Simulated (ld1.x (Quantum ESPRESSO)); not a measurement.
**What the settings do to the TM potential of beryllium**

Base potential:

```
Element                 : Be
Generator               : ld1.x (Quantum ESPRESSO) 7.5
Type                    : norm-conserving Troullier–Martins (Kleinman–Bylander form)
Functional              : BP86
Relativity              : non-relativistic
Frozen core             : [He]
Valence charge          : 2
Reference configuration : 2s1.5 2p0 (charge +0.5)
Partial waves           : 2p (bound, empty): rc 4.00 bohr; 3d channel at 0.1 Ry: rc 3.85 bohr; 2s (bound): rc 1.30 bohr
Local potential         : the s channel
Core correction         : a·sin(br)/r model core, default radius (core density twice the valence density)
```

All-electron outer shells of the reference configuration (BP86, non-relativistic, ld1.x):

```json
{"shell": "2s", "level (eV)": "-9.59", "outermost node (bohr)": "0.59", "outermost maximum (bohr)": "1.97"}
{"shell": "2p", "level (eV)": "-5.73", "outermost node (bohr)": "–", "outermost maximum (bohr)": "2.07"}
```

Cutoffs, loose and tight: the cutoffs (Ry, on a coarse ladder) from which the occupation-weighted sum of valence levels, in a spherical-Bessel basis at the reference potential, stays within 10 and 1 mRy of its value at 400 Ry. They do not see the model core or the augmentation charge, which bear on the density cutoff. Test errors are all-electron minus pseudo excitation energies from the reference, over the configurations 2s2 2p0; 2s1 2p0; 2s1 2p1; 2s0 2p2; 2s0 2p1. A dash means not determined; rows that change the core or the reference have their own tests.

The default core radius of the base comes out at 0.98 bohr.

```csv
change,outcome,"cutoff, loose","cutoff, tight",bound ghosts,largest test error (meV)
base,generated,15 Ry,45 Ry,none,-103
local potential the d channel,generated,15 Ry,45 Ry,none,-102
"all radii but the core radius scaled by about 0.77 (s 1.00, p 3.10, d 2.98 bohr)",generated,80 Ry,180 Ry,none,+19
wave 2s (bound): rc 1.30 bohr becomes 2s (bound): rc 0.98 bohr,generated,80 Ry,180 Ry,none,-83
core correction a·sin(br)/r model core inside 0.96 bohr,generated,15 Ry,45 Ry,none,-103
wave 2p (bound): rc 4.00 bohr becomes 2p (bound): rc 3.94 bohr,generated,15 Ry,45 Ry,none,-96
wave 3d channel at 0.1 Ry: rc 3.85 bohr becomes 3d channel at 1.13 Ry: rc 3.85 bohr,generated,18 Ry,45 Ry,none,-103
```
